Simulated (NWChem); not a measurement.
SeF2; SMILES F[Se]F

```xyz
3

Se     0.0000     0.0000     0.3986
F     -1.2909     0.0000    -0.7530
F      1.2909     0.0000    -0.7530
```
Atoms are numbered in this order, from 1.

Results from NWChem. Pople sets run with spherical d functions. All runs use the structure optimised with PBE0-D3(BJ)/def2-TZVP.

Q: Taking TPSS/6-311G** as the yardstick, which of these has the fewest basis functions while keeping “dipole (D)” within 0.2 D of it: TPSS/3-21G; TPSS/6-31G*; TPSS/STO-3G?

A: TPSS/3-21G (a larger set in the list lies outside the tolerance).
```json
[
 {"level": "TPSS/STO-3G", "basis functions": "28", "dipole (D)": "0.07"},
 {"level": "TPSS/3-21G", "basis functions": "40", "dipole (D)": "1.88"},
 {"level": "TPSS/6-31G*", "basis functions": "60", "dipole (D)": "1.69"},
 {"level": "TPSS/6-311G**", "basis functions": "80", "dipole (D)": "1.96"}
]
```

The yardstick is one finite set, not the basis-set limit.
